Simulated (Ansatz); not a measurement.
Rb4Br3. The state is a doublet with charge 0. Geometry PBE-D4/def2-SVP.

```xyz
7

Rb    2.764   -1.273    0.187
Rb    0.049    1.983    2.316
Rb   -0.611    0.903   -2.159
Rb   -1.794   -2.209    1.086
Br    0.155   -2.290   -1.603
Br   -2.569    0.973    0.538
Br    2.007    1.915   -0.363
```

In the def2 sets Rb takes a core potential, while STO-3G treats all electrons; there is no spin–orbit coupling. At HF/STO-3G the highest occupied level of the charge 0 doublet lies above zero (up to 3.55 eV). In Hartree–Fock with STO-3G the lack of diffuse functions raises the level. The structure comes from a short search, and lower isomers may exist.

Task: Estimate the α-spin orbital energies around the gap (eV) in Ansatz with HF/STO-3G, PBE-D4/def2-SVP, PBE-D4/def2-TZVP, r2SCAN-D4/def2-TZVP, PBE0-D4/def2-SVP.

Result: 
| orbital | HF/STO-3G | PBE-D4/def2-SVP | PBE-D4/def2-TZVP | r2SCAN-D4/def2-TZVP | PBE0-D4/def2-SVP |
| --- | --- | --- | --- | --- | --- |
| HOMO−5 | -4.58 | -5.62 | -5.66 | -5.95 | -6.84 |
| HOMO−4 | -4.57 | -5.62 | -5.66 | -5.95 | -6.84 |
| HOMO−3 | -4.37 | -5.56 | -5.61 | -5.90 | -6.78 |
| HOMO−2 | -4.36 | -5.46 | -5.51 | -5.81 | -6.69 |
| HOMO−1 | -4.36 | -5.46 | -5.51 | -5.81 | -6.69 |
| HOMO | 3.55 | -2.21 | -2.20 | -2.09 | -2.54 |
| LUMO | 7.40 | -1.25 | -1.24 | -0.95 | -0.83 |
| LUMO+1 | 7.41 | -1.25 | -1.24 | -0.95 | -0.83 |
| LUMO+2 | 9.06 | -1.00 | -0.98 | -0.47 | -0.56 |
| LUMO+3 | 13.65 | -0.61 | -0.61 | -0.21 | -0.22 |
| LUMO+4 | 15.47 | -0.28 | -0.33 | 0.00 | 0.12 |
| LUMO+5 | 15.49 | -0.28 | -0.31 | 0.03 | 0.12 |
| β HOMO | -4.27 | -5.45 | -5.50 | -5.80 | -6.67 |
| β LUMO | 8.29 | -1.78 | -1.71 | -1.37 | -1.20 |
